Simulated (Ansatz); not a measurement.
CH9NOSi2, SMILES `C[SiH2]N[SiH2]O`. Total charge 0; spin multiplicity 1.

```csv
atom,x (Å),y (Å),z (Å)
C1,1.0783,1.7899,-1.0615
Si2,0.7032,-0.0382,-1.0266
N3,-0.7720,-0.3816,-0.1881
Si4,-1.0537,-1.4333,1.1405
O5,-1.4245,-0.6587,2.5462
H6,2.0072,1.9797,-1.6062
H7,1.1852,2.1906,-0.0509
H8,0.2810,2.3445,-1.5637
H9,0.6457,-0.5268,-2.4343
H10,1.7724,-0.7807,-0.3091
H11,-1.5930,0.0930,-0.5410
H12,-2.2480,-2.2756,0.9026
H13,0.1845,-2.2400,1.2854
H14,-0.7664,-0.0628,2.9067
```

(1) List the harmonic frequencies (cm⁻¹, unscaled) at PBE0-D4/def2-TZVP in Ansatz. (Best estimate.)

(2) Is this a minimum?

(3) Give the ideal-gas thermochemistry at 298.15 K and 1 bar (rigid rotor, harmonic oscillator; point group C1, symmetry number 1).

(4) Rotational constants (cm⁻¹)?

Answers

(1) The calculation gave: 25, 42, 155, 194, 212, 235, 309, 438, 493, 583, 641, 701, 745, 759, 832, 855, 880, 906, 909, 949, 949, 966, 972, 1207, 1276, 1447, 1449, 2193, 2221, 2234, 2252, 3047, 3129, 3137, 3588, 3920.

(2) Yes, all 36 modes are real.

(3) Zero-point energy 268.3 kJ/mol; H(298) − E = 294.0 kJ/mol; entropy 391.4 J/(mol·K), of which translation 167.2, rotation 116.0, vibration 108.3; G(298) − E = 177.3 kJ/mol. Modes under 100 cm⁻¹ are hindered rotations or soft bends, so the harmonic entropy is rough.

(4) 0.2329, 0.0453, 0.04093.
